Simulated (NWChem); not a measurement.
System: C₂H₇N₂, doublet; SMILES C([CH]N)N

```xyz
11

N     -0.5266    -1.4569    -0.1559
C      0.5901    -0.7425     0.2492
C      0.6542     0.6754    -0.2030
N     -0.6068     1.3480     0.0892
H     -1.3505    -0.8589    -0.1974
H     -0.7021    -2.3243     0.3388
H      1.5167    -1.3072     0.3904
H      1.5508     1.1549     0.2404
H      0.7947     0.7330    -1.3055
H     -0.6893     1.5128     1.0913
H     -0.6518     2.2552    -0.3685
```
Atoms are numbered in this order, from 1.

Results from NWChem. Spin-unrestricted. All runs use the structure optimised with PBE0/def2-SVP, spin-unrestricted. No stability test was run on the SCF state. Level BLYP/def2-SVP: energy and gradient; each run changes one setting, and changes count from the defaults (medium grid, exact Coulomb integrals, symmetry on).

```csv
setting,size of the energy change (μHa),largest change of a gradient component (μHa/bohr),"time, defaults = 1 (rough)"
defaults,< 10,< 30,about 1
tight SCF thresholds and tolerances,< 10,< 30,about 1
"Coulomb fitting, Ahlrichs set",700,80,about 1
coarse grid,10,100,about 1
extra-fine grid,< 10,40,3
symmetry off,< 10,other frame,about 1
"Coulomb fitting, Weigend set",400,100,about 1
```
